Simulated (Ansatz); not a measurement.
H3O3Sn, charge +1, singlet, at a GFN2-xTB geometry (such geometries of metal compounds can be far from the true shape) (all electrons, no relativity); B3LYP/STO-3G run with Ansatz (a program for electronic structure).

Input for Ansatz:
Ansatz 0.2 input:
```yaml
crystal:
  periodic: [false, false, false]
  atoms:
    - {symbol: Sn, position_ang: [0.01942207, -0.00714062, -0.00442667]}
    - {symbol: O, position_ang: [1.66959151, -0.37653129, -0.74188999]}
    - {symbol: H, position_ang: [1.96586891, 0.02064047, -1.58009050]}
    - {symbol: O, position_ang: [-0.41583386, -0.82058025, 1.57713738]}
    - {symbol: H, position_ang: [-1.29042726, -0.62436406, 1.96732707]}
    - {symbol: O, position_ang: [-1.30459097, 1.11447543, -0.66936652]}
    - {symbol: H, position_ang: [-1.23987843, 1.62184352, -1.49294988]}
basis:
  gaussian:
    orbitals: STO-3G
    occupation: {up: {"A'": 28, "A''": 10}, down: {"A'": 28, "A''": 10}}
hamiltonian:
  xc: b3lyp
total_charge: 1
```

Problem. Write the output that Ansatz gives for this input, abridged.

Solution. 
```
Functional definition: B3LYP
the irreps are read with x along [0.918, -0.332, -0.218], y along [0.000, 0.549, -0.836] and z along [0.397, 0.767, 0.504] of the geometry given
629 factors; integrals over basis functions are off by at most 4.1e-5 eV
mean field evaluation 1: about -168414.2851 eV, gradient 4.8e1 eV
mean field evaluation 2: about -168422.8081 eV, gradient 7.3e0 eV
mean field evaluation 4: about -168423.2582 eV, gradient 1.2e-2 eV
mean field evaluation 8: about -168423.2156 eV, gradient 8.5e-7 eV
mean field -168423.21555841 eV, -6189.4390104160 hartree, gradient 5.4e-6 eV, S^2 0.000000; 0 other end points of the search recorded, 0 dependent functions left out
reference -168423.21574471 eV, -6189.4390172623 hartree; 38, 38 occupied and 7, 7 virtual orbitals, 629 factors
Total energy: -168423.21574471 eV, -6189.4390172623 hartree
```
